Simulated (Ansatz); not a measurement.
The first iterations of a band of C2H5FSi (9 atoms, charge 0, multiplicity 1).

Computed with RKS PBE-D4/def2-SVP (Ansatz).

| Property | Result |
| --- | --- |
| movable images | 9 |
| climbing image | yes |
| spring | 5.0 eV/Å² |
| optimiser | quadratic models (default) |
| start path | through a guess of the saddle point |
| force threshold | 0.05 eV/Å |
| iteration limit | 60 |
| end points | relaxed |

Initial state:

```xyz
9
Properties=species:S:1:pos:R:3
F -1.277 2.388 0.519
C -0.592 1.383 -0.046
C -0.338 0.223 0.584
Si 0.621 -1.160 -0.230
H -0.272 1.633 -1.074
H -0.721 0.116 1.614
H 1.865 -1.487 0.552
H -0.208 -2.414 -0.317
H 1.011 -0.730 -1.619
```

Final state:

```xyz
9
Properties=species:S:1:pos:R:3
F -0.303 1.789 -1.171
C -0.654 1.414 0.070
C -0.339 0.219 0.594
Si 0.627 -1.141 -0.264
H -1.225 2.209 0.584
H -0.698 0.055 1.625
H 1.863 -1.468 0.532
H -0.209 -2.392 -0.336
H 1.026 -0.732 -1.651
```

| iteration | highest image above the first end (eV) | largest band force component (eV/Å) |
| --- | --- | --- |
| 1 | 8.924 | 31.505 |
| 2 | 2.909 | 6.139 |
| 3 | 2.869 | 3.636 |
| 4 | 2.408 | 1.618 |
| 5 | 2.616 | 0.533 |
| 6 | 2.607 | 0.716 |
| 7 | 2.552 | 1.261 |

Does the band converge within its limit, and where does its top end?

The run converged. It ended after 23 iterations with the highest image 2.808 eV above the first end. A structure lower than the last end lies on the path between it and the top, so the climb from that side starts below the end, which may itself be a saddle point or a shallow side well. Neighbouring images differ by up to 1.7 eV, so the band resolves the path poorly. A vibrational analysis at the climbing image gives one clearly imaginary mode, 1271i cm⁻¹: a first-order saddle point.

Run time: 6.1 min on 1 thread of Intel(R) Xeon(R) Processor @ 2.70GHz, with other jobs on the host, peak memory 0.12 GiB.
